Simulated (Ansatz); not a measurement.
Consider the formal loss of a carbene: `CN(C)[SiH](C)C` → `C[SiH2]N(C)C` + `[CH2]` (triplet).

Gas-phase electronic energies from Ansatz, PBE0-D4/def2-TZVP geometries. CBS: MP2 limit from def2 TZ/QZ plus the TZ coupled-cluster correction, frozen cores. This one scheme is used for every species. Functionals use def2-TZVPP. HSE06 is defined as in plane-wave codes. Triplets are unrestricted, without spin–orbit coupling. Each species was taken in one conformer, which may not be the lowest.

```
         level  ΔE (kJ/mol)
        B97M-V        481.7
    r2SCAN0-D4        456.1
         HSE06        471.7
CCSD/CBS(def2)        468.9
```

(1) What does CCSD(T)/CBS give? (Estimate.)

Largest T1 diagnostic among the species: 0.011.

## Answers

(1) The calculation gave: +480.8 kJ/mol. The listed levels differ from it by 0.9, -24.7, -9.1, -11.9 kJ/mol.

Leaving LDA and LC-ωPBE aside and taking each functional with its dispersion term where it has one, the values, not all of them listed here, spread over 33.6 kJ/mol, from r2SCAN0-D4 to ωB97X-V. LDA lies +73.1 kJ/mol from PBE without D4. In def2-TZVPP, CCSD(T) changes the Hartree–Fock value by +142.4 kJ/mol (the triples alone add +11.8 kJ/mol) and MP2 by +157.2 kJ/mol.
